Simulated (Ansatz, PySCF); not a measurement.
Species: C4H9O, charge 0, multiplicity 2. SMILES: CC(C)[CH]O
Geometry from a B3LYP-D3(BJ)/def2-TZVP (Ansatz, a first-principles code) optimisation:
```
C
H 1 1.0971
C 1 1.4877 2 107.30
O 3 1.3736 1 114.93 2 -51.81
H 4 0.9626 3 109.71 1 -174.40
H 3 1.0874 4 116.76 5 -24.82
C 1 1.5293 2 108.58 3 119.33
H 7 1.0909 1 111.35 2 -58.89
H 7 1.0912 8 108.31 1 -121.99
H 7 1.0935 8 107.99 9 -116.23
C 1 1.5412 2 107.31 3 -120.47
H 11 1.0900 1 110.79 2 62.25
H 11 1.0927 12 108.40 1 121.67
H 11 1.0930 12 108.24 13 116.99
```
Charge 0, spin multiplicity 2.

Wanted: size of the dipole moment, in D. Conventions: LANL2DZ all-electron up to Ne; 6-311+G** with 5d; no spin-orbit coupling; 6-31G* and kin with 6d, 5d where marked; non-relativistic; open shells spin-unrestricted; no dispersion term unless named. First-principles rows: single points at B3LYP-D3(BJ) geometries (Ansatz).

| level | program | size of the dipole moment (D) |
|---|---|---|
| PBE/STO-3G | Ansatz | 1.31 |
| PBE/LANL2DZ | Ansatz | 1.55 |
| BP86/6-31G* (5d) | PySCF | 1.35 |
| B3LYP/STO-3G | Ansatz | 1.27 |
| B3LYP/3-21G | Ansatz | 1.52 |
| B3LYP/6-31G | Ansatz | 1.58 |
| B3LYP/6-31G* | Ansatz | 1.36 |
| B3LYP/6-31+G* | Ansatz | 1.36 |
| PBE0/6-311+G** | Ansatz | 1.30 |

No value to compare with is used here. The 9 habitual levels span 1.27 (B3LYP/STO-3G) to 1.58 D (B3LYP/6-31G).

The levels are drawn from those run, B3LYP/6-31G* more often than the rest, none by its result; runs whose electronic state is in doubt are left out.
